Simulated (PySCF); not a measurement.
Job file and geometry (Å, from GFN2-xTB) of an NMR shielding run on `InChI=1S/C3H12SSi3/c1-3(4)2-7(5)6/h7H,2H2,1,5-6H3`, GIAO PBE0/pcSseg-1 NMR shielding, non-relativistic, gas phase in PySCF; density fitting, a coarse starting grid and PySCF grid level 2 are the driver's defaults:

```
$ OMP_NUM_THREADS=1 python probes_run.py task.json out

{"job": {"kind": "nmr", "xc": "PBE0", "basis": "pcSseg-1"}, "charge": 0, "multiplicity": 1}
C      2.777199    -0.663522     0.295793
C      1.843578     0.415648    -0.137608
S      2.071663     1.964292     0.343309
C      0.698774     0.028124    -0.953099
Si    -0.838224    -0.304306     0.209446
Si    -2.511356    -1.021804    -1.241196
Si    -1.212056     1.558357     1.557743
H      3.474807    -0.296223     1.044072
H      2.218021    -1.508260     0.697729
H      3.345814    -1.023728    -0.563482
H      0.902903    -0.872651    -1.530428
H      0.406955     0.832601    -1.625662
H     -0.373819    -1.457643     1.018780
H     -3.714143    -1.364231    -0.482269
H     -2.883093     0.023200    -2.198330
H     -2.166212    -2.201281    -2.040425
H     -2.530865     1.379205     2.180132
H     -1.267241     2.789853     0.772441
H     -0.252510     1.731616     2.645591
```

Q: Write the output of this run.

A: 
```
coarse grid: 17200 points
cycle   1  E = -1387.3785276396  dE =  3.258e-01  |g| = 3.908e-01  |ddm| = 3.933e+00
cycle   2  E = -1387.3367695383  dE =  4.176e-02  |g| = 5.617e-01  |ddm| = 1.191e+00
cycle   3  E = -1387.4196350206  dE = -8.287e-02  |g| = 1.502e-01  |ddm| = 8.223e-01
cycle   4  E = -1387.4253727273  dE = -5.738e-03  |g| = 3.942e-02  |ddm| = 2.059e-01
cycle   5  E = -1387.4258073603  dE = -4.346e-04  |g| = 6.340e-03  |ddm| = 5.830e-02
cycle   6  E = -1387.4258181236  dE = -1.076e-05  |g| = 2.605e-03  |ddm| = 1.082e-02
cycle   7  E = -1387.4258197486  dE = -1.625e-06  |g| = 4.394e-04  |ddm| = 2.805e-03
final grid: 145616 points
cycle   8  E = -1387.4671435751  dE = -1.725e-05  |g| = 9.142e-03  |ddm| = 2.623e-02
cycle   9  E = -1387.4670798814  dE =  6.369e-05  |g| = 1.747e-02  |ddm| = 2.828e-02
cycle  10  E = -1387.4671642842  dE = -8.440e-05  |g| = 1.830e-03  |ddm| = 2.189e-02
cycle  11  E = -1387.4671651545  dE = -8.703e-07  |g| = 2.239e-04  |ddm| = 2.032e-03
cycle  12  E = -1387.4671651660  dE = -1.151e-08  |g| = 5.200e-05  |ddm| = 3.254e-04
cycle  13  E = -1387.4671651668  dE = -7.772e-10  |g| = 2.119e-05  |ddm| = 1.101e-04
converged SCF energy = -1387.4671651668

GIAO shielding tensors (ppm)
atom      isotropic    diamagn.    paramagn.     s11        s22        s33       span
  0 C      143.470     248.050    -104.580    117.819    129.904    182.687     64.868
  1 C      -85.591     260.406    -345.997   -254.837   -149.511    147.576    402.412
  2 S     -357.050    1058.518   -1415.567  -1309.727   -313.919    552.497   1862.223
  3 C      139.252     256.377    -117.125    103.511    134.578    179.668     76.157
  4 Si     408.049     882.413    -474.363    343.230    411.163    469.756    126.525
  5 Si     460.719     880.344    -419.625    439.994    459.766    482.396     42.402
  6 Si     466.595     880.114    -413.519    452.080    466.642    481.062     28.982
  7 H       28.693      29.463      -0.770     24.993     28.605     32.482      7.490
  8 H       28.574      30.607      -2.033     24.912     29.474     31.336      6.424
  9 H       28.831      28.031       0.801     25.350     27.715     33.429      8.079
 10 H       28.374      34.166      -5.792     24.540     29.224     31.358      6.818
 11 H       28.450      33.727      -5.277     25.188     27.821     32.341      7.153
 12 H       27.556      31.282      -3.726     24.061     26.497     32.109      8.047
 13 H       28.156      28.847      -0.692     24.480     25.842     34.145      9.665
 14 H       28.172      29.241      -1.069     24.701     26.293     33.522      8.821
 15 H       28.070      29.172      -1.103     24.365     26.065     33.778      9.413
 16 H       28.372      29.060      -0.688     24.499     26.268     34.348      9.848
 17 H       28.086      29.368      -1.282     24.823     26.048     33.386      8.563
 18 H       28.329      29.455      -1.126     24.310     27.260     33.418      9.108
```

Q: Turn these shieldings into chemical shifts. Scale: $^{13}$C (186.93 ppm) and $^{29}$Si (349.16 ppm) and $^{1}$H (31.72 ppm) vs TMS; $^{33}$S (503.73 ppm) vs CS2 (reference shieldings calculated alike).

A: Averaging equivalent atoms: C 1: 272.5; C 3: 47.7; C 0: 43.5; S 2: 861; Si 4: -58.9; Si 5/6: -114.5; H 12: 4.16; H 13/14/15/16/17/18: 3.52; H 10/11: 3.30; H 7/8/9: 3.02 ppm. 

Size and cost of the density-fitted run: 207 basis functions, 97 s wall time on 1 thread of an Arm Neoverse N1, shared host; peak memory 0.93 GiB.
